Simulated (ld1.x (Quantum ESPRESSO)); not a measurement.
## Mg (Z = 12), ultrasoft: configuration errors across variants

magnesium, ultrasoft, made with ld1.x (Quantum ESPRESSO) 7.5 (BLYP, scalar-relativistic). Core [Ne], reference 3s1 3p0 (charge +1). Waves: 3s (bound): rcut 1.85, rcutus 2.40 bohr; 3s channel at 3.7 Ry: rcut 1.85, rcutus 2.40 bohr; 3p (bound, empty): rcut 2.05, rcutus 2.50 bohr; 3p channel at -0.2 Ry: rcut 2.05, rcutus 2.50 bohr. Local part: all-electron potential smoothed inside 2.05 bohr (lloc = -1). Core correction: Bessel-smoothed model core inside 1.75 bohr. Augmentation charge: PSQ, inside the norm-conserving radii.

All-electron excitation energies from the reference (eV): (1) 3s2 3p0 -7.894; (2) 3s1.5 3p0 -4.803; (3) 3s1 3p1 -4.363; (4) 3s0 3p1 4.449; (5) 3s0 3p2 -0.561.

2 further variants failed, have other tests or another functional or relativity, and are left out.

Errors AE − PS in meV (a dash: test not solved or not reliable):

| change | (1) | (2) | (3) | (4) | (5) | bound ghosts |
| --- | --- | --- | --- | --- | --- | --- |
| base | -1.5 | -0.5 | +0.1 | -0.6 | +0.7 | none |
| local potential all-electron potential smoothed inside 2.98 bohr (lloc = -1) | -1.5 | -0.5 | +0.1 | -0.6 | +0.7 | none |
| waves 3s (bound): rcut 1.85, rcutus 3.24 bohr; 3s channel at 3.7 Ry: rcut 1.85, rcutus 3.24 bohr | +8.3 | +1.9 | +2.1 | +1.0 | +1.5 | none |
| waves 3p (bound): rcut 2.05, rcutus 3.18 bohr; 3p channel at -0.2 Ry: rcut 2.05, rcutus 3.18 bohr | -1.5 | -0.5 | +0.5 | -2.7 | -0.9 | none |
| all radii but the core radius scaled by about 0.97 (s 2.32, p 2.42 bohr, rcut 1.80/1.98); local potential all-electron potential smoothed inside 1.98 bohr (lloc = -1) | – | – | – | – | – | none |
| wave 3s channel at 3.7 Ry: rcut 1.85, rcutus 2.40 bohr becomes 3s channel at 0.79 Ry: rcut 1.85, rcutus 2.40 bohr | -1.5 | -0.5 | +0.1 | -0.6 | +0.7 | none |
| local potential all-electron potential smoothed inside 2.10 bohr (lloc = -1) | -1.5 | -0.5 | +0.1 | -0.6 | +0.7 | none |

**Question.** Give the same row for: augmentation built from norm-conserving waves at rcut, not smoothed further.

**Answer.** –, –, –, –, –; bound ghosts: not determined.
